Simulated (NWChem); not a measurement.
iodine monochloride (ICl); SMILES ClI

Program: NWChem. All runs use the structure optimised with PBE-D3(BJ)/def2-SVP. def2 effective core potentials on I; no spin-orbit coupling.

Question: Predict the results for B3LYP/def2-SVP (core potentials). Quantities: highest occupied level (eV); orbital gap (eV); dipole (D).

Answer: The highest occupied level (eV) comes out as -7.48 and the orbital gap (eV) is 3.57. The dipole (D) comes out as 1.37.
